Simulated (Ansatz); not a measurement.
CH6Sn (SMILES [CH3][SnH3]) moved off its minimum; all values from Ansatz (a quantum-chemistry and plane-wave program), cores frozen in correlated methods. Elements past Kr take the def2 small-core potentials, without spin–orbit coupling.
(charge 0, multiplicity 1)
```xyz
8

Sn    -0.3020     0.0695    -0.0166
C      1.8115    -0.1590     0.0201
H     -0.9423    -0.9960    -1.3207
H     -0.6308     1.6400    -0.2763
H     -0.8402    -0.4019     1.4714
H      2.1843    -1.2972     0.2173
H      2.2627     0.5172     0.7942
H      2.2458     0.1065    -0.8827
```

**Question.** Give the forces (eV/Å), the total energy and the dipole at CCSD(T)/def2-TZVPPD.

**Answer.** 
```json
[
 {"atom": "Sn1", "Fx": "0.266", "Fy": "-1.836", "Fz": "-1.221"},
 {"atom": "C2", "Fx": "1.136", "Fy": "-2.456", "Fz": "2.553"},
 {"atom": "H3", "Fx": "0.208", "Fy": "0.602", "Fz": "0.684"},
 {"atom": "H4", "Fx": "-0.443", "Fy": "1.518", "Fz": "-0.336"},
 {"atom": "H5", "Fx": "-0.553", "Fy": "-0.344", "Fz": "0.960"},
 {"atom": "H6", "Fx": "-1.023", "Fy": "2.687", "Fz": "-0.223"},
 {"atom": "H7", "Fx": "-0.381", "Fy": "-0.753", "Fz": "-0.463"},
 {"atom": "H8", "Fx": "0.789", "Fy": "0.581", "Fz": "-1.954"}
]
```
Energy -255.0378 hartree, dipole 0.45 D.
